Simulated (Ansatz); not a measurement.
Reaction (cleavage of the Si–Si bond): `C[SiH2][SiH2][SiH3]` + CH₃OH → `CO[SiH2]C` + `[SiH3][SiH3]`

Isolated molecules relaxed with PBE0-D4/def2-TZVP in Ansatz; ΔE leaves out vibrations. CCSD(T)/CBS is the MP2 limit (def2-TZVPP, def2-QZVPP) plus CCSD(T) − MP2 in def2-TZVPP, frozen cores. This one scheme is used for every species. Functionals use def2-TZVPP. One conformer a species, not always the lowest.

| level | ΔE (kJ/mol) | difference from CCSD(T)/CBS |
| --- | --- | --- |
| LDA (SPW92) | -73.0 | 13.6 |
| BLYP-D4 | -85.1 | 1.5 |
| r2SCANh-D4 | -83.4 | 3.2 |
| r2SCAN0-D4 | -84.3 | 2.3 |
| BHLYP-D4 | -95.8 | -9.2 |
| PBE | -66.9 | 19.7 |
| revPBE | -64.5 | 22.1 |
| r2SCAN | -83.6 | 3.0 |
| CAM-B3LYP | -98.9 | -12.3 |
| HF/def2-SVP | -98.8 | -12.2 |
| MP2/def2-SVP | -86.8 | -0.2 |
| CCSD(T)/def2-SVP | -81.9 | 4.7 |
| CCSD/def2-TZVPP | -91.1 | -4.5 |
| HF/def2-QZVPP | -113.3 | -26.7 |
| SCS-MP2/def2-QZVPP | -97.7 | -11.1 |
| HF/CBS(def2) | -113.5 | -26.9 |
| CCSD(T)/CBS | -86.6 | 0 |

Largest T1 diagnostic among the species: 0.013.

The D4 term adds +3.1 kJ/mol with B3LYP and +2.0 kJ/mol with PBE0; it sums over pairs of atoms, weighted by their polarisabilities, and B3LYP, whose exchange is more repulsive, gets the larger term. From PBE to PBE0 (25 % exact exchange), in def2-TZVPP and without D4, ΔE moves by −5.5 kJ/mol.

CCSD(T)/CBS has its own doubt, a few kJ/mol and more with outer-core shells, so smaller differences from it don't rank the levels.

B3LYP here is the variant with VWN-RPA as its local correlation; programs differ in this.
